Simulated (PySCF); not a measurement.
## Computed properties of BH3, SMILES B

BH₃, SMILES B. Geometry: B3LYP-D3(BJ)/def2-TZVPD. The isomer is the one that the SMILES or the coordinates give; other isomers of the formula were not compared. One conformer was computed; it need not be the lowest. All values are computed for the isolated molecule unless a solvent is named; none is compared with measurement here.

**Structure.** The optimised structure has D3h symmetry. All 6 harmonic modes at B3LYP-D3(BJ)/def2-TZVPD (PySCF) are real, so it is a minimum.

**Vibrations.** The strongest infrared lines (harmonic, unscaled, degenerate partners summed) lie at 2694 cm⁻¹ (260 km/mol, H 88 %, B 12 %), 1162 cm⁻¹ (82 km/mol, H 78 %, B 22 %), 1202 cm⁻¹ (28 km/mol, H 90 %, B 10 %). The softest mode is at 1162 cm⁻¹ and the zero-point energy is 16.5 kcal/mol.

**Electronic structure.** HF/def2-TZVPD (PySCF) places the frontier levels at -13.57 and 1.32 eV, a gap of 14.89 eV, and gives a dipole moment of 0.00 D and a mean polarisability of 16.5 bohr³. PBE/def2-TZVPD (PySCF) at the same geometry gives -8.48 and -3.05 eV, so its gap is 9.46 eV narrower. An orbital gap is neither the optical nor the fundamental gap.

**Excitations.** TDA-CAM-B3LYP/def2-TZVPD (PySCF) has S1 at 5.88 eV (211 nm, f = 0.000, dark); the most intense of the 10 singlets computed lies at 9.40 eV (f = 0.23). Strengths of degenerate partners are summed. T1 (TDA) is at 5.10 eV, 0.78 eV under S1. TDA-PBE/def2-TZVPD (PySCF) puts S1 at 5.63 eV. No vertical singlet excitation falls in the visible range (under 3.1 eV).

**NMR.** GIAO shifts at HF/pcSseg-2 (PySCF) (non-relativistic, atoms alike by connectivity averaged): ¹H at 7.5 ppm against TMS; ¹¹B at 72.4 ppm against BF3.
